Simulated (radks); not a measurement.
Task: Valence configurations of Bi II. Method: Dirac Kohn-Sham, PBE, spin-unpolarised, spherical densities, finite nucleus; open shells fill j = l - 1/2 first; Fermi nuclear charge, rms radius 5.5211 fm; computed with a radial shooting solver on a logarithmic mesh with Libxc functionals. Order these by energy: [Xe] 4f14 5d10 6s1.5 6p2.5; [Hg] 6p2; [Xe] 4f14 5d9 6s2 6p3; [Xe] 4f14 5d9.5 6s1 6p3.5; [Xe] 4f13 5d10 6s2 6p3; [Xe] 4f14 5d9.5 6s2 6p2.5; [Xe] 4f13.5 5d10 6s1.5 6p3; [Xe] 4f13.5 5d10 6s2 6p2.5; [Xe] 4f12 5d10 6s2 6p4; [Xe] 4f14 5d10 6s1 6p3.

Result: From the lowest, in eV above it: [Hg] 6p2 0.000; [Xe] 4f14 5d10 6s1.5 6p2.5 5.549; [Xe] 4f14 5d10 6s1 6p3 11.193; [Xe] 4f14 5d9.5 6s2 6p2.5 11.713; [Xe] 4f14 5d9.5 6s1 6p3.5 23.402; [Xe] 4f14 5d9 6s2 6p3 24.274; [Xe] 4f13.5 5d10 6s2 6p2.5 75.539; [Xe] 4f13.5 5d10 6s1.5 6p3 81.382; [Xe] 4f13 5d10 6s2 6p3 155.82; [Xe] 4f12 5d10 6s2 6p4 330.92. NIST lists [Hg] 6p2 as the ground configuration; this level of theory agrees among the configurations tried. The energies are those of spherical spin-averaged densities, not of single terms.
